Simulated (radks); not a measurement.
Results of a calculation; reference values are marked as such.
Q: The mean radii <r> (bohr) of the occupied orbitals of an atom or ion are listed with their occupations. Code: a radial shooting solver on a logarithmic mesh with Libxc functionals. Model: scalar-relativistic Kohn-Sham, BLYP, spin-unpolarised, spherical densities, finite nucleus; Fermi nuclear charge, rms radius of each element as measured or else 0.836 A^(1/3) + 0.57 fm.

orbital  occ.      <r>
1s          2  0.06959
2s          2   0.3250
2p          6   0.2899
3s          2    1.007
3p          6    1.086
3d          2    1.525
4s          1    3.178

Name the element and its charge.

A: Z = 22, titanium, charge +1: Ti+ in [Ar] 3d2 4s1. The 1s radius gives Z: for a bare nucleus <r> = (2 gamma + 1)/(2Z) with gamma = sqrt(1 - (Z/c)^2), 0.06759 bohr for Z = 22, and screening makes it slightly larger (0.06959 here). The occupations add up to 21, and the charge is Z minus that.
